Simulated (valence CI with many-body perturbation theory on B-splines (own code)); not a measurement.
# From CI to CI+MBPT in Mo36+

Calculated by configuration interaction combined with many-body perturbation theory (CI+MBPT): four valence electrons over a frozen Dirac-Fock core [He], a basis of 11 s, 11 p, 9 d, 7 f, 5 g, 2 h, 1 i functions for each j, with the one-electron correlation potential Σ1, the two-electron term Σ2, the three-electron term Σ3, Breit, model QED; selected CI, second order for the rest (own B-spline code, finite nucleus).

The last digits are not significant, and no measured levels were compared; by estimate large intervals hold to a few tenths of a per cent, small ones and those within an open d or f shell to about a per cent. Among the levels kept, up to 290 cm⁻¹ of a level comes from second order outside the variational space, and about a tenth of that is noise between levels of different J, which matters for small intervals.

Each rung adds one term. CI alone is the Dirac-Coulomb CI over the frozen core; QED comes last and gives the full result, which names the levels. Energies are above (2s^2 2p1/2^2) J=0 on the same rung, in eV.

Levels are named by their leading jj configuration (3d3/2^4 stands for four electrons in 3d with j = 3/2), which in mixed levels can hold well under half, so a name can repeat and another be missing. Letters in brackets count levels of one name in rising energy.

```
                     Level  CI alone    + Σ1    + Σ2    + Σ3  + Breit    Full
    (2s^2 2p1/2 2p3/2) J=1    105.60  105.65  105.60  105.62   103.24  103.49
    (2s^2 2p1/2 2p3/2) J=2    119.34  119.39  119.37  119.36   115.57  115.83
        (2s^2 2p3/2^2) J=2    232.95  233.05  233.02  233.01   227.55  228.02
    (2s 2p1/2^2 2p3/2) J=2    233.35  233.19  233.06  233.06   231.96  229.79
        (2s^2 2p3/2^2) J=0    260.55  260.65  260.72  260.67   256.63  257.06
    (2s 2p1/2^2 2p3/2) J=1    281.21  281.05  280.83  280.76   280.40  278.20
(2s 2p1/2 2p3/2^2) J=2 [a]    336.32  336.20  336.06  336.05   333.56  331.58
    (2s 2p1/2 2p3/2^2) J=3    362.80  362.69  362.54  362.50   357.79  355.83
    (2s 2p1/2 2p3/2^2) J=0    385.70  385.58  385.49  385.44   383.71  381.74
(2s 2p1/2 2p3/2^2) J=1 [a]    395.75  395.64  395.38  395.31   392.74  390.78
(2s 2p1/2 2p3/2^2) J=2 [b]    406.64  406.53  406.25  406.16   402.27  400.30
(2s 2p1/2 2p3/2^2) J=1 [b]    411.84  411.72  411.41  411.30   408.93  406.93
          (2s 2p3/2^3) J=2    498.13  498.07  497.88  497.81   492.79  491.03
          (2s 2p3/2^3) J=1    539.10  539.03  538.70  538.58   533.80  532.04
     (2p1/2^2 2p3/2^2) J=2    551.20  550.87  550.36  550.23   549.45  545.05
     (2p1/2^2 2p3/2^2) J=0    581.45  581.13  580.66  580.52   581.15  576.77
       (2p1/2 2p3/2^3) J=1    662.51  662.23  661.73  661.61   659.33  655.14
       (2p1/2 2p3/2^3) J=2    677.53  677.26  676.79  676.67   673.11  668.91
             (2p3/2^4) J=0    805.65  805.43  805.00  804.86   800.63  796.69
```

(1) How does the ionisation energy move along the ladder, and which term matters most?

Answers

(1) CI alone 5098.1, + Σ1 5098.5, + Σ2 5098.4, + Σ3 5098.3, + Breit 5092.6, + QED 5092.8 eV. The largest step is Breit, -5.7 eV. NIST lists 5084 ± 6 eV (semi-empirical).
